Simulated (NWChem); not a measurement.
A series in which one site is exchanged, each optimised at B3LYP/6-31G* with NWChem, gas phase unless a solvent is named. Pople sets run with spherical d functions. This build's default masses of Se (78.918 u) and Br (79.917 u) are each other's, which moves their modes by up to 0.6 %. Shieldings are non-relativistic GIAO values without spin-orbit effects.

A: CC#[N]->[CuH] (C2H4CuN; site = H)
B: CC#[N]->[Cu][F] (C₂H₃CuFN; site = F)
C: C(C)#[N]->[Cu][Cl] (C₂H₃ClCuN; site = Cl)
D: CC#[N]->[Cu][Br] (C2H3BrCuN; site = Br)

Values for A:

```
Property                                              Value
----------------------------------------------------  -----
orbital gap (eV), B3LYP/6-31G*                         4.70
lowest singlet excitation, B3LYP/def2-SVPD, TDA (eV)   3.71
15N shift against ammonia, PBE/pcSseg-1 (ppm)         224.1
```

Q: How do these values change for the other members?

A: 
```
change from A                                             B      C      D
----------------------------------------------------  -----  -----  -----
orbital gap (eV), B3LYP/6-31G*                        +0.49  +0.50  +0.34
lowest singlet excitation, B3LYP/def2-SVPD, TDA (eV)  +0.53  +0.55  +0.35
15N shift against ammonia, PBE/pcSseg-1 (ppm)          -5.0   -9.1  -10.0
```
